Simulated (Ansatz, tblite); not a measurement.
Spin states of HfZrO₄, each relaxed with PBE0-D4/def2-SVP in Ansatz. Electronic energies in the gas phase.

In the def2 sets Hf, Zr take a core potential; there is no spin–orbit coupling. The xTB rows come from tblite. The structure comes from a short search, and lower isomers may exist.

Singlet geometry (Cs within 0.1 Å):

```xyz
6

Hf    1.5291    0.4236   -0.1296
Zr   -0.9439   -1.2357    0.1565
O     0.4313   -0.3782    1.3059
O    -2.4747   -0.3867    0.1863
O     0.2687   -0.5808   -1.2747
O     1.1894    2.1578   -0.2444
```

Triplet geometry (Cs within 0.1 Å):

```xyz
6

Hf   -0.8124   -0.8975   -0.6137
Zr    1.5798    0.4760    0.4786
O     0.5238    0.3753   -1.2195
O     1.3012    1.9926    1.2957
O     0.2242   -0.8910    1.0288
O    -2.8165   -1.0555   -0.9698
```

Quintet geometry (Cs within 0.1 Å):

```xyz
6

Hf    0.3574    0.3527   -1.4246
Zr    0.3109   -0.2929    1.4579
O     0.2602    1.2909    0.2993
O    -0.7917   -0.7652    3.0929
O     0.5183   -1.2210   -0.2602
O    -0.6551    0.6355   -3.1654
```

⟨S²⟩: triplet 2.00 at PBE0-D4/def2-TZVP (pure 2.00), quintet 6.01 at PBE0-D4/def2-TZVP (pure 6.00).

Only these spin states were relaxed.

| level | triplet − singlet (kJ/mol) | quintet − singlet (kJ/mol) | lowest of these |
| --- | --- | --- | --- |
| GFN1-xTB | 324.2 | 700.0 | singlet |
| GFN2-xTB | 279.0 | 609.5 | singlet |
| PBE-D4/def2-TZVP | 229.8 | 534.5 | singlet |
| r2SCAN-D4/def2-TZVP | 205.2 | 478.3 | singlet |
| B97M-V/def2-TZVP | 201.0 | 474.1 | singlet |
| PBE0-D4/def2-TZVP | 200.5 | 468.7 | singlet |
| ωB97M-V/def2-TZVP | 203.4 | 472.4 | singlet |

Change of the quintet − singlet gap on mixing in exact exchange, in kJ/mol: PBE to PBE0 (25 % exact exchange) -65.8.

The xTB methods have no term that favours high spin, so they put low spin too low.
